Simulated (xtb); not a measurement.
C3H11NSi2, SMILES [SiH3]N1CC[C@H]1[SiH3]. All values are semi-empirical tight-binding results from xtb (GFN2-xTB unless named), good for trends rather than for accurate numbers. Coordinates come from a GFN2-xTB optimisation. The structure was generated by enumeration; whether it is a known compound was not checked.

Optimised geometry:

Bonded distances (Å): Si1–C2 1.905, Si1–H7 1.467, Si1–H8 1.461, Si1–H9 1.462, C2–C3 1.538, C2–N5 1.468, C2–H10 1.097, C3–C4 1.530, C3–H11 1.088, C3–H12 1.088, C4–N5 1.454, C4–H13 1.095, C4–H14 1.095, N5–Si6 1.706, Si6–H15 1.463, Si6–H16 1.463, Si6–H17 1.477. Angles (°): C2–Si1–H7 107.4, C2–Si1–H8 109.7, C2–Si1–H9 108.8, H7–Si1–H8 110.1, H7–Si1–H9 109.8, H8–Si1–H9 110.9, Si1–C2–C3 116.9, Si1–C2–N5 113.7, Si1–C2–H10 111.0, C3–C2–N5 89.5, C3–C2–H10 112.2, N5–C2–H10 112.1, C2–C3–C4 87.2, C2–C3–H11 114.9, C2–C3–H12 115.1, C4–C3–H11 114.4, C4–C3–H12 114.9, H11–C3–H12 109.1, C3–C4–N5 90.4, C3–C4–H13 114.6, C3–C4–H14 115.6, N5–C4–H13 114.3, N5–C4–H14 112.7, H13–C4–H14 108.5, C2–N5–C4 92.7, C2–N5–Si6 130.3, C4–N5–Si6 129.8, N5–Si6–H15 105.1, N5–Si6–H16 104.8, N5–Si6–H17 115.7, H15–Si6–H16 114.1, H15–Si6–H17 108.7, H16–Si6–H17 108.6.
Charge 0, spin multiplicity 1.

The orbital gap comes out as 4.24 eV and the dipole moment is 1.07 D. The zero-point energy comes out as 78.3 kcal/mol. The G − E(el) at 298.15 K (modified RRHO) comes out as 56.9 kcal/mol and the static polarisability (D4 model) comes out as 100.9 bohr³. The solvation energy, GFN2-xTB/ALPB(water) is 0.4 kcal/mol and the solvation energy, GFN2-xTB/ALPB(ether) is -4.5 kcal/mol.

Computed atomic charges and the Wiberg bond orders between heavy atoms:
charges (e) Si1 0.44, C2 -0.05, C3 -0.06, C4 0.03, N5 -0.29, Si6 0.46, H7 -0.10, H8 -0.09, H9 -0.08, H10 -0.01, H11 0.03, H12 0.03, H13 0.01, H14 0.02, H15 -0.12, H16 -0.11, H17 -0.11. Bond orders Si1–C2 0.86, C2–C3 1.00, C3–C4 1.00, C2–N5 1.00, C4–N5 1.01, N5–Si6 1.13.
